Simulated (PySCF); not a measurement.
# C₆ coefficients of unlike pairs at UHF

Calculated with PySCF 2.14 from the dipole response of each species, C₆(A,B) = (3/π) ∫ α_A(iu) α_B(iu) du, in atomic units, from isotropic polarisabilities. For ions this is the dispersion term alone; charge-induced terms of lower order in 1/R come first.

```
species           configuration                                        basis      relativity  α (bohr³)  C₆ (like pair)
    Ir⁺  [Xe] 4f14 5d7 6s1 (5F)  aug-cc-pwCVTZ-PP with ECP60MDF (8s8p7d4f3g)  core potential      30.50           243.2
      N       [He] 2s2 2p3 (4S)                  aug-cc-pVQZ-DK (6s5p4d3f2g)   spin-free X2C      7.166           23.27
   Kr²⁺  [Ar] 3d10 4s2 4p4 (3P)    aug-cc-pwCVDZ-PP with ECP10MDF (6s5p4d1f)  core potential      7.442           36.68
    F³⁺       [He] 2s2 2p2 (3P)                   aug-cc-pwCVQZ (9s8p6d4f2g)            none     0.9810          0.8731
```

**Question.** Estimate C₆ for Kr²⁺ with Ir⁺.

**Answer.** The integral gives 89.61. The combination rule 2 C_A C_B / (C_A α_B/α_A + C_B α_A/α_B) gives 85.09 and the geometric mean 94.45.

No spin-orbit coupling is included.

The other pairs:

| pair | C₆ |
| --- | --- |
| N, Ir⁺ | 73.86 |
| Kr²⁺, N | 28.90 |
| F³⁺, N | 4.245 |
| F³⁺, Kr²⁺ | 5.516 |
| F³⁺, Ir⁺ | 13.01 |
